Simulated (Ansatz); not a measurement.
`CC([SiH3])=[Se]` and `CC([SiH3])=S` differ in one element.

Ansatz, PBE0-D4/def2-TZVP geometries, multiplicity 1. 

Scalar relativity is left out up to krypton. Spin–orbit coupling is left out; it splits and shifts lone-pair levels of the heavy atoms by tenths of an eV.

| property | `CC([SiH3])=[Se]` |
| --- | --- |
| HOMO–LUMO gap (ωB97M-V/def2-TZVPP) / eV | 7.66 |
| size of the dipole moment (B3LYP/def2-TZVPP) / D | 1.95 |
| HOMO–LUMO gap (PBE/def2-TZVPP) / eV | 1.48 |
| HOMO–LUMO gap (PBE0/def2-TZVPP) / eV | 3.44 |
| HOMO energy (PBE0/def2-TZVPP) / eV | -6.15 |
| LUMO energy (ωB97M-V/def2-TZVPP) / eV | -0.65 |

Question: What does the change do to each property? (Estimate.)

Answer: The calculation gave: 
```tsv
property	`CC([SiH3])=S`	shift
HOMO–LUMO gap (ωB97M-V/def2-TZVPP) / eV	8.22	0.56
size of the dipole moment (B3LYP/def2-TZVPP) / D	2.08	0.13
HOMO–LUMO gap (PBE/def2-TZVPP) / eV	1.81	0.33
HOMO–LUMO gap (PBE0/def2-TZVPP) / eV	3.90	0.46
HOMO energy (PBE0/def2-TZVPP) / eV	-6.39	-0.24
LUMO energy (ωB97M-V/def2-TZVPP) / eV	-0.35	0.30
```

With PBE0 the HOMO falls by 0.24 eV and the LUMO rises by 0.22 eV, so the gap widens by about 0.46 eV. PBE moves the HOMO by -0.19 eV and ωB97M-V by -0.25 eV. Dipoles are sizes alone; their direction can turn.

B3LYP here is the variant with VWN-RPA as its local correlation; programs differ in this.
